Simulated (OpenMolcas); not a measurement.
# OpenMolcas run: S I

Input:

```
&GATEWAY
Coord
1

S 0.0 0.0 0.0
Basis=ANO-L-VQZP
Group=XYZ
NoMove
AngMom=0.0 0.0 0.0
AMFI
&SEWARD
* reference wave functions (RASSCF and RASSI steps not shown): 4 electrons in 3 orbitals (3p)
>>> COPY JOB001 $Project.JobIph
&CASPT2
Multistate=3 1 2 3
Frozen=1 0
IPEA=0.0
Sig1=0.25
MaxIter=60
WThr=0.0 0.3 0.05
PrWF=0.5
NoMix
>>> COPY JOB002 $Project.JobIph
&CASPT2
Multistate=6 1 2 3 4 5 6
Frozen=1 0
IPEA=0.0
Sig1=0.25
MaxIter=60
WThr=0.0 0.3 0.05
PrWF=0.5
NoMix
```

Launched by
```bash
OMP_NUM_THREADS=1 MOLCAS_MEM=2252 MOLCAS_PROJECT=a pymolcas a.inp > a.log  # once for each step of the input, in one work folder
```

Output, cut to the results:

```
--- CASPT2 ---
Orbital specifications:
      -----------------------

      Symmetry species                           1   2
                                                ag  au
      Frozen orbitals                            1   0
      Inactive orbitals                          2   3
      Active orbitals                            0   3
      Secondary orbitals                        18  23
      Deleted orbitals                           0   0
      Number of basis functions                 21  29
Type of calculation                        MS-CASPT2
      Fock operator                              state-specific
      IPEA shift                                 0.00
      Real shift                                 0.00
      Imaginary shift                            0.00
      Sigma^1 regularizer                        0.25
      The input orbitals will be transformed to quasi-canonical
Reference energy:        -397.5037464945
      E2 (Non-variational):      -0.1795109717
      Shift correction:          -0.0003336929
      E2 (Variational):          -0.1798446647
      Total energy:            -397.6835911592
      Residual norm:              0.0000000423
      Reference weight:           0.93378
      Contributions to the CASPT2 correlation energy
      Active & Virtual Only:         -0.0632000984
      One Inactive Excited:          -0.0749932783
      Two Inactive Excited:          -0.0413175950
Reference energy:        -397.5037464945
      E2 (Non-variational):      -0.1795109717
      Shift correction:          -0.0003336929
      E2 (Variational):          -0.1798446647
      Total energy:            -397.6835911592
      Residual norm:              0.0000000423
      Reference weight:           0.93378
      Contributions to the CASPT2 correlation energy
      Active & Virtual Only:         -0.0632000984
      One Inactive Excited:          -0.0749932783
      Two Inactive Excited:          -0.0413175950
::    CASPT2 Root  1     Total energy:   -397.68359116
::    CASPT2 Root  2     Total energy:   -397.68359116
::    CASPT2 Root  3     Total energy:   -397.68359116
::    MS-CASPT2 Root  1     Total energy:   -397.68359116
::    MS-CASPT2 Root  2     Total energy:   -397.68359116
::    MS-CASPT2 Root  3     Total energy:   -397.68359116
--- CASPT2 ---
Orbital specifications:
      -----------------------

      Symmetry species                           1   2
                                                ag  au
      Frozen orbitals                            1   0
      Inactive orbitals                          2   3
      Active orbitals                            0   3
      Secondary orbitals                        18  23
      Deleted orbitals                           0   0
      Number of basis functions                 21  29
Type of calculation                        MS-CASPT2
      Fock operator                              state-specific
      IPEA shift                                 0.00
      Real shift                                 0.00
      Imaginary shift                            0.00
      Sigma^1 regularizer                        0.25
      The input orbitals will be transformed to quasi-canonical
Reference energy:        -397.4508951877
      E2 (Non-variational):      -0.1880530987
      Shift correction:          -0.0002907007
      E2 (Variational):          -0.1883437995
      Total energy:            -397.6392389872
      Residual norm:              0.0000000631
      Reference weight:           0.93015
      Contributions to the CASPT2 correlation energy
      Active & Virtual Only:         -0.0689036221
      One Inactive Excited:          -0.0777932023
      Two Inactive Excited:          -0.0413562743
Reference energy:        -397.4508951877
      E2 (Non-variational):      -0.1881133198
      Shift correction:          -0.0002938288
      E2 (Variational):          -0.1884071486
      Total energy:            -397.6393023364
      Residual norm:              0.0000000509
      Reference weight:           0.93006
      Contributions to the CASPT2 correlation energy
      Active & Virtual Only:         -0.0689017329
      One Inactive Excited:          -0.0778573385
      Two Inactive Excited:          -0.0413542484
::    CASPT2 Root  1     Total energy:   -397.63923899
::    CASPT2 Root  2     Total energy:   -397.63930234
::    CASPT2 Root  3     Total energy:   -397.63926966
::    CASPT2 Root  4     Total energy:   -397.63930143
::    CASPT2 Root  5     Total energy:   -397.63917856
::    CASPT2 Root  6     Total energy:   -397.57752646
::    MS-CASPT2 Root  1     Total energy:   -397.63938784
::    MS-CASPT2 Root  2     Total energy:   -397.63933742
::    MS-CASPT2 Root  3     Total energy:   -397.63924704
::    MS-CASPT2 Root  4     Total energy:   -397.63921112
::    MS-CASPT2 Root  5     Total energy:   -397.63919477
::    MS-CASPT2 Root  6     Total energy:   -397.57743924
```

Levels above the lowest, from the spin-orbit matrix with the single-state CASPT2 energies, averaged by term, on its diagonal:

```csv
Configuration,Term,J,E (eV),Measured (eV),Term weight %
3s² 3p⁴,³P,2,0.0000,0.0000,100
3s² 3p⁴,³P,1,0.0461,0.0491,100
3s² 3p⁴,³P,0,0.0673,0.0711,100
3s² 3p⁴,¹D,2,1.231,1.1454,100
3s² 3p⁴,¹S,0,2.911,2.7500,100
```

Against the 4 measured excited levels shown (NIST Handbook of Basic Atomic Spectroscopic Data) the mean absolute deviation is 510 cm-1; the largest miss in energy is 3s² 3p⁴ ¹S₀: computed 2.911, measured 2.7500 eV (+5.9 %), and the largest in proportion 3s² 3p⁴ ¹D₂ (+7.4 %).

CASPT2 breaks the degeneracy within a term, and the mean is taken; among the terms shown or strongly mixed into the levels shown the widest spread is 27 cm-1 (3s² 3p⁴ ¹D). Terms from blocks run as CI alone lack orbitals of their own. With the s shell closed, the reference lacks s² → p² mixing. Measured partners are found by configuration, term and J. A level has none where our copy of the source lacks it or the pairing is in doubt (some pairs that miss far off the trend of their configuration count as doubtful), and it then counts in no deviation. Levels of configurations outside the active space are missing.

The CASPT2 steps took 1.2 s on 1 thread of Arm Neoverse V1, with other jobs on the host; the integral step is not counted.

The term weight is that of the spin-free term in the level, not the purity of its configuration.
